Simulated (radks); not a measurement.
Species: Ta III. Configuration: [Kr] 4d10 4f14 5s2 5p5.75 5d3 5f0.25 (fractional occupations, a model configuration).

Calculated with a radial shooting solver on a logarithmic mesh with Libxc functionals: Dirac Kohn-Sham, LDA (Slater exchange, Perdew-Zunger correlation), spin-unpolarised, spherical densities, point nucleus; open shells fill j = l - 1/2 first.

Energy parts (hartree):
total: -15615.3710
kinetic: 17528.9345
electron-nucleus: -38912.8001
Hartree: 6076.0167
exchange-correlation: -307.5221

Orbitals (lengths in bohr, moments of r in powers of bohr; r(90%) holds 90 % of the orbital's charge):
| orbital | occ. | eigenvalue (hartree) | r(90%) | small-component weight |
|---|---|---|---|---|
| 1s1/2 | 2 | -2471.039 | 0.0340 | 7.55e-02 |
| 2s1/2 | 2 | -424.8576 | 0.122 | 1.71e-02 |
| 2p1/2 | 2 | -406.1691 | 0.108 | 1.71e-02 |
| 2p3/2 | 4 | -359.5369 | 0.118 | 1.55e-02 |
| 3s1/2 | 2 | -97.80809 | 0.301 | 5.60e-03 |
| 3p1/2 | 2 | -89.49005 | 0.292 | 5.55e-03 |
| 3p3/2 | 4 | -79.45372 | 0.313 | 5.08e-03 |
| 3d3/2 | 4 | -65.36999 | 0.285 | 4.97e-03 |
| 3d5/2 | 6 | -63.18224 | 0.291 | 4.84e-03 |
| 4s1/2 | 2 | -20.43896 | 0.660 | 1.84e-03 |
| 4p1/2 | 2 | -17.01174 | 0.677 | 1.75e-03 |
| 4p3/2 | 4 | -14.69229 | 0.725 | 1.57e-03 |
| 4d3/2 | 4 | -9.05253 | 0.776 | 1.38e-03 |
| 4d5/2 | 6 | -8.62643 | 0.793 | 1.33e-03 |
| 5s1/2 | 2 | -3.33435 | 1.58 | 4.02e-04 |
| 5p1/2 | 2 | -2.33555 | 1.78 | 3.28e-04 |
| 5p3/2 | 3.75 | -2.00784 | 1.93 | 2.80e-04 |
| 4f5/2 | 6 | -1.60987 | 1.06 | 9.15e-04 |
| 4f7/2 | 8 | -1.53679 | 1.08 | 8.93e-04 |
| 5d3/2 | 3 | -0.75637 | 2.96 | 1.31e-04 |
| 5d5/2 | 0 | -0.72923 | 3.04 | 1.23e-04 |
| 5f5/2 | 0.25 | -0.19185 | 9.30 | 9.12e-06 |
| 5f7/2 | 0 | -0.19168 | 9.31 | 9.18e-06 |

The highest occupied level is 5f5/2 at -5.221 eV. The configuration is held as typed, so some empty levels lie below it. Summed over all electrons, <r^2> = 50.86 bohr^2, which gives a Langevin (diamagnetic) susceptibility term of -40.3 x 10^-6 cm^3/mol. The density falls to 0.001 e/bohr^3 at r = 3.74 bohr.
